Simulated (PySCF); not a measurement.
## Worked example: dipole moment from atomic charges

W(NH)2(F)(Br) (BrFH₂N₂W), SMILES [F][W](=[NH])(=[NH])[Br], multiplicity 1. Atoms are numbered in the order given.

```xyz
7

W      0.0097    -0.5183     0.0000
N      0.8931    -1.0041     1.4296
H      1.6720    -1.4091     1.9435
N      0.8931    -1.0041    -1.4296
H      1.6720    -1.4091    -1.9435
F     -1.6545    -1.4020     0.0000
Br    -0.0477     1.9386     0.0000
```
Charge 0, spin multiplicity 1.

Coordinates come from a B3LYP-D3(BJ)/def2-SVP optimisation. The multiplicity is an assumed one; no other spin state was optimised. The structure was generated by enumeration; whether it is a known compound was not checked. The def2 effective core potentials stand for the cores of W; spin–orbit coupling is left out.

Charges (e) from ωB97X/def2-TZVP in PySCF:

```
atom  ESP fit  Mulliken
----  -------  --------
W1      0.967     1.372
N2     -0.693    -0.591
H3      0.406     0.264
N4     -0.693    -0.591
H5      0.406     0.264
F6     -0.227    -0.395
Br7    -0.168    -0.324
```

The dipole moment of the full density is 2.71 D.

What dipole moment does each set of point charges give, and which comes closer to that of the density?


μ = Σ q r, and 1 e Å = 4.8032 D.
ESP fit: Σ q r = (0.513, -0.261, 0.000) e Å, |μ| = 2.76 D.
Mulliken: Σ q r = (0.509, -0.343, 0.000) e Å, |μ| = 2.95 D.
ESP fit comes closer in size. Point charges leave out the atoms' own dipoles (lone pairs, polarised bonds); fits to the potential absorb them, partitions of the density don't.
